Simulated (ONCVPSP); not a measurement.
**Reading a pseudo-wave (manganese (Mn))**

Columns: radius, all-electron u(r) and pseudo u(r) of the 3p shell (level -54.59 eV) of manganese in the configuration [Ne] 3s2 3p6 3d5 4s2; PBE, scalar-relativistic, ONCV scheme, ONCVPSP 4.0.1.

```tsv
r (bohr)	all-electron	pseudo
0.090	-0.4642	0.0427
0.180	-0.5546	0.1632
0.270	-0.2153	0.3409
0.360	0.2392	0.5475
0.450	0.6333	0.7517
0.540	0.9097	0.9253
0.630	1.0682	1.0488
0.720	1.1302	1.1129
0.810	1.1228	1.1197
0.900	1.0703	1.0788
0.990	0.9914	1.0039
1.080	0.8997	0.9096
1.170	0.8040	0.8090
1.260	0.7104	0.7117
1.350	0.6220	0.6220
1.440	0.5408	0.5407
1.530	0.4676	0.4676
1.620	0.4025	0.4025
1.710	0.3452	0.3452
1.800	0.2952	0.2951
1.890	0.2518	0.2518
1.980	0.2143	0.2143
2.070	0.1821	0.1821
2.160	0.1546	0.1545
2.250	0.1310	0.1310
2.340	0.1109	0.1109
```

(1) How many radial nodes do the two functions have?

(2) At about which radius was the pseudo-wave matched?

(3) Is the pseudo-wave norm-conserving?

Results:

(1) The all-electron 3p function has n − l − 1 = 1; the pseudo-wave has 0, since the states of the same l below it are removed with the core.

(2) 1.45 bohr. The columns agree to 0.0005 from 1.35 bohr on; several derivatives are matched, so the curves merge somewhat inside the radius.

(3) Yes: the ONCV scheme keeps the norm inside the radius equal to the all-electron one, which fixes the energy derivative of the logarithmic derivative at the level.
